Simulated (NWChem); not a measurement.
System: cyclotrisilazane (Si3N3H9); SMILES N1[SiH2]N[SiH2]N[SiH2]1

Parts of the log:

```
             Northwest Computational Chemistry Package (NWChem) 7.3.0
             --------------------------------------------------------

                             Geometry "geometry" -> ""
                             -------------------------

 Output coordinates in angstroms (scale by  1.889725989 to convert to a.u.)

  No.       Tag          Charge          X              Y              Z
 ---- ---------------- ---------- -------------- -------------- --------------
    1 Si                  14.0000     1.29517400     1.29517400    -0.01300100
    2 N                    7.0000     1.56323600    -0.41886800    -0.01270100
    3 Si                  14.0000     0.47406700    -1.76924100    -0.01300100
    4 N                    7.0000    -1.14436800    -1.14436800    -0.01270100
    5 Si                  14.0000    -1.76924100     0.47406700    -0.01300100
    6 N                    7.0000    -0.41886800     1.56323600    -0.01270100
    7 H                    1.0000     1.93643400     1.93643400    -1.20856800
    8 H                    1.0000     1.93697700     1.93697700     1.18191200
    9 H                    1.0000     2.54610000    -0.68222600    -0.01271100
   10 H                    1.0000     0.70878400    -2.64521800    -1.20856800
   11 H                    1.0000     0.70898300    -2.64596000     1.18191200
   12 H                    1.0000    -1.86387500    -1.86387500    -0.01271100
   13 H                    1.0000    -2.64596000     0.70898300     1.18191200
   14 H                    1.0000    -2.64521800     0.70878400    -1.20856800
   15 H                    1.0000    -0.68222600     2.54610000    -0.01271100

 Effective nuclear repulsion energy (a.u.)     468.7371692886

                                 NWChem DFT Module
                                 -----------------

 Summary of "ao basis" -> "ao basis" (spherical)
 ------------------------------------------------------------------------------
       Tag                 Description            Shells   Functions and Types
 ---------------- ------------------------------  ------  ---------------------
 Si                          6-31g*                  8       18   4s3p1d
 N                           6-31g*                  6       14   3s2p1d
 H                           6-31g*                  2        2   2s

            General Information
            -------------------
          SCF calculation type: DFT
          Wavefunction type:  closed shell.
          No. of atoms     :    15
          No. of electrons :    72
           Alpha electrons :    36
            Beta electrons :    36
          Charge           :     0
          Spin multiplicity:     1
          Use of symmetry is: off; symmetry adaption is: off
          Maximum number of iterations: 150
          AO basis - number of functions:   114
                     number of shells:    60
          Convergence on energy requested:  1.00D-06
          Convergence on density requested:  1.00D-05
          Convergence on gradient requested:  5.00D-04

              XC Information
              --------------
                        BHLYP Method XC Functional
                     Hartree-Fock (Exact) Exchange  0.500
                        Slater Exchange Functional  0.500 local
                    Becke 1988 Exchange Functional  0.500 non-local
              Lee-Yang-Parr Correlation Functional  1.000

             Grid Information
             ----------------
          Grid used for XC integration:  medium
          Radial quadrature: Mura-Knowles
          Angular quadrature: Lebedev.
          Tag              B.-S. Rad. Rad. Pts. Rad. Cut. Ang. Pts.
          ---              ---------- --------- --------- ---------
          Si                  1.10       88          11.0       590
          N                   0.65       49          11.0       434
          H                   0.35       45          12.0       434
          Grid pruning is: on
          Number of quadrature shells:   816
          Spatial weights used:  Erf1

      Superposition of Atomic Density Guess
      -------------------------------------

 Sum of atomic energies:       -1033.81723015

      Non-variational initial energy
      ------------------------------

 Total energy =   -1036.874165
 1-e energy   =   -2361.037218
 2-e energy   =     855.425883
 HOMO         =      -0.296577
 LUMO         =       0.042639

[...]

                                NWChem TDDFT Module
                                -------------------

            General Information
            -------------------
           No. of orbitals :     228
            Alpha orbitals :     114
             Beta orbitals :     114
        Alpha frozen cores :       0
         Beta frozen cores :       0
     Alpha frozen virtuals :       0
      Beta frozen virtuals :       0
         Spin multiplicity :       1
    Number of AO functions :     114
        Use of symmetry is : off
      Symmetry adaption is : off
         Schwarz screening :  0.10D-07

              XC Information
              --------------
                 BHLYP Method XC Functional
              Hartree-Fock (Exact) Exchange   0.50
                 Slater Exchange Functional   0.50 local
             Becke 1988 Exchange Functional   0.50 non-local
       Lee-Yang-Parr Correlation Functional   1.00

             TDDFT Information
             -----------------
          Calculation type : Tamm-Dancoff TDDFT
         Wavefunction type : Restricted singlets
          No. of electrons :      72
           Alpha electrons :      36
            Beta electrons :      36
              No. of roots :       6
          Max subspacesize :    5200
            Max iterations :     100
               Target root :       1
           Target symmetry : none
      Symmetry restriction : off
                 Algorithm : Optimal
        Davidson threshold :  0.10D-03

    6 smallest eigenvalue differences (eV)
--------------------------------------------------------
  No. Spin  Occ  Vir  Irrep   E(Occ)    E(Vir)   E(Diff)
--------------------------------------------------------
    1    1   36   37 a        -0.299     0.060     9.770
    2    1   36   38 a        -0.299     0.060     9.770
    3    1   35   37 a        -0.313     0.060    10.142
    4    1   34   37 a        -0.313     0.060    10.142
    5    1   35   38 a        -0.313     0.060    10.142
    6    1   34   38 a        -0.313     0.060    10.142
--------------------------------------------------------

  Entering Davidson iterations
  Restricted singlet excited states

  Iter   NTrls   NConv    DeltaV     DeltaE      Time
  ----  ------  ------  ---------  ---------  ---------
    1      6       0     0.47E-01   0.10+100       17.3
    2     12       0     0.15E-01   0.13E-01       24.7
    3     18       0     0.13E-01   0.14E-02       18.7
    4     24       0     0.62E-02   0.56E-03       16.7
    5     30       0     0.21E-02   0.57E-04       21.6
    6     36       1     0.56E-03   0.44E-05       21.8
    7     41       3     0.32E-03   0.11E-05       22.0
    8     44       3     0.13E-03   0.25E-06       19.2
    9     47       6     0.60E-04   0.29E-07       18.1
  ----  ------  ------  ---------  ---------  ---------
  Convergence criterion met

  Ground state a       -1038.138466438319 a.u.

  ----------------------------------------------------------------------------
  Root   1 singlet a              0.251155475 a.u.                6.8343 eV
  ----------------------------------------------------------------------------
     Transition Moments    X -0.00012   Y  0.00012   Z -0.00000
     Dipole Oscillator Strength                    0.0000000047
     Electric Quadrupole                           0.0000000191
     Magnetic Dipole                               0.0000038976
     Total Oscillator Strength                     0.0000039214

     Occ.   32  a   ---  Virt.   40  a        0.07087
     Occ.   34  a   ---  Virt.   37  a        0.38984
     Occ.   34  a   ---  Virt.   40  a        0.11322
     Occ.   35  a   ---  Virt.   38  a        0.38983
     Occ.   35  a   ---  Virt.   39  a       -0.20896
     Occ.   35  a   ---  Virt.   45  a        0.05681
     Occ.   36  a   ---  Virt.   37  a       -0.78409
  ----------------------------------------------------------------------------
  Root   2 singlet a              0.251155956 a.u.                6.8343 eV
  ----------------------------------------------------------------------------
     Transition Moments    X  0.00012   Y  0.00012   Z  0.00001
     Dipole Oscillator Strength                    0.0000000047
     Electric Quadrupole                           0.0000000191
     Magnetic Dipole                               0.0000038975
     Total Oscillator Strength                     0.0000039213

     Occ.   33  a   ---  Virt.   40  a        0.07087
     Occ.   34  a   ---  Virt.   38  a       -0.38981
     Occ.   34  a   ---  Virt.   39  a       -0.20896
     Occ.   34  a   ---  Virt.   45  a        0.05681
     Occ.   35  a   ---  Virt.   37  a        0.38985
     Occ.   35  a   ---  Virt.   40  a       -0.11322
     Occ.   36  a   ---  Virt.   38  a       -0.78410
  ----------------------------------------------------------------------------
  Root   3 singlet a              0.264562556 a.u.                7.1991 eV
  ----------------------------------------------------------------------------
     Transition Moments    X  0.00000   Y  0.00000   Z  0.55867
     Dipole Oscillator Strength                    0.0550494064
     Electric Quadrupole                           0.0000000000
     Magnetic Dipole                               0.0000000000
     Total Oscillator Strength                     0.0550494064

[...]
```

Level: BHandHLYP/6-31G* (spherical d), TDA. The geometry was optimised at PBE0/def2-SVP. No frequency run checked for a minimum.

Problem. Reconstruct the input file.

Solution. One answer among several that fit: the input that was run:
```
start job
memory heap 200 mb stack 900 mb global 1100 mb
geometry units angstroms noautosym nocenter noautoz
  Si     1.295174     1.295174    -0.013001
  N      1.563236    -0.418868    -0.012701
  Si     0.474067    -1.769241    -0.013001
  N     -1.144368    -1.144368    -0.012701
  Si    -1.769241     0.474067    -0.013001
  N     -0.418868     1.563236    -0.012701
  H      1.936434     1.936434    -1.208568
  H      1.936977     1.936977     1.181912
  H      2.546100    -0.682226    -0.012711
  H      0.708784    -2.645218    -1.208568
  H      0.708983    -2.645960     1.181912
  H     -1.863875    -1.863875    -0.012711
  H     -2.645960     0.708983     1.181912
  H     -2.645218     0.708784    -1.208568
  H     -0.682226     2.546100    -0.012711
end
basis spherical
  Si library 6-31g*
  N library 6-31g*
  H library 6-31g*
end
dft
  xc bhlyp
  iterations 150
end
tddft
  cis
  nroots 6
  notriplet
end
task tddft energy
```
